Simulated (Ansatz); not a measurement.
`B[SiH2]N` + H₂Te → `B[TeH]` + `N[SiH3]` at 600 K and 1 bar (cleavage of the B–Si bond).

Program: Ansatz. Geometries: PBE0-D4/def2-TZVP. ΔE: electronic, gas phase. CCSD(T)/CBS adds triple-zeta CCSD(T) − MP2 to the extrapolated MP2 energy (def2 sets, frozen cores). This one scheme is used for every species. def2 core potentials past Kr. For Te outer-core shells are correlated without core-valence functions, which leaves a few kJ/mol of doubt a bond. Each species was taken in one conformer, which may not be the lowest.

```csv
species,CCSD(T)/CBS energy (Eh),H − E (kJ/mol),S (J/(mol·K))
`B[SiH2]N`,-372.16627,216.6,383.8
H₂Te,-268.91024,52.9,255.0
`B[TeH]`,-294.31292,103.0,312.8
`N[SiH3]`,-346.80422,170.6,320.8
```

H − E and S are ideal-gas, rigid-rotor, harmonic terms from PBE0-D4/def2-TZVP, for one conformer and one mirror image of each species. 1 Eh = 2625.50 kJ/mol, R = 8.31446 J/(mol·K).

**Question.** By hand: ΔE, ΔH, ΔS and ΔG.

**Answer.** ΔE = (-294.31292) + (-346.80422) − (-372.16627) − (-268.91024) = -0.04063 Eh = -106.7 kJ/mol. Δ(H − E) = 103.0 + 170.6 − 216.6 − 52.9 = 4.1, so ΔH = -102.6 kJ/mol. ΔS = 312.8 + 320.8 − 383.8 − 255.0 = -5.2 J/(mol·K). ΔG = -102.6 − 600 × (-5.2)/1000 = -99.5 kJ/mol.

**Question.** By hand: the equilibrium constant, and the temperature at which ΔG would vanish if ΔH and ΔS stayed fixed.

**Answer.** log₁₀ K = −ΔG/(RT ln 10) = 8.7. ΔG = 0 at ΔH/ΔS = 19731 K, far beyond where these terms or the molecules hold.

The number of gas molecules stays the same, so ΔS is small and ΔH decides. A doubt of 5 kJ/mol in ΔE shifts log₁₀ K by 0.4 here. Other conformers and mirror images would add mixing entropy, several J/(mol·K) or more a flexible species. These are equilibria of isolated gas molecules and say nothing of rates. Largest T1 diagnostic: 0.015 (customary marks: 0.02 for closed shells, 0.045 for open ones).
